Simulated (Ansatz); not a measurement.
GaH3F− (SMILES [F][GaH3-]): methods side by side

GaH3F− has 5 atoms, charge -1, and is taken as a singlet. SMILES: `[F][GaH3-]`. The shape comes from GFN2-xTB, which is rough for such elements, and wasn't checked as a minimum.

```xyz
5

F    -0.5006   -0.4959    1.5331
Ga    0.0294    0.0269   -0.0843
H    -0.8739    1.2297   -0.4738
H    -0.1773   -1.1961   -1.0215
H     1.5223    0.4354    0.0466
```

Quantity: the vertical detachment energy (to the doublet neutral), in eV. The values are calculated.

```tsv
level	kind	program	value (eV)
HF/STO-3G	Hartree–Fock	Ansatz	-5.64
SVWN5/STO-3G	LDA	Ansatz	-2.93
PBE/STO-3G	GGA	Ansatz	-3.03
revPBE/STO-3G	GGA	Ansatz	-3.06
PBE0/STO-3G	global hybrid	Ansatz	-3.15
wB97X/STO-3G	range-separated hybrid	Ansatz	-2.98
B2PLYP/STO-3G	double hybrid	Ansatz	-3.75
MP2/STO-3G	perturbation theory	Ansatz	-5.44
CCSDT(Q)/STO-3G	coupled cluster or CI	Ansatz	-5.26
```

All-electron rows without a relativistic Hamiltonian named are non-relativistic. Sets without diffuse functions describe the anion poorly. The values span -5.64 to -2.93 eV. All rows use very small basis sets, so none should be taken for the real molecule's value. In the correlated wave-function rows the outer d shell of Ga is correlated, in sets not made for it.
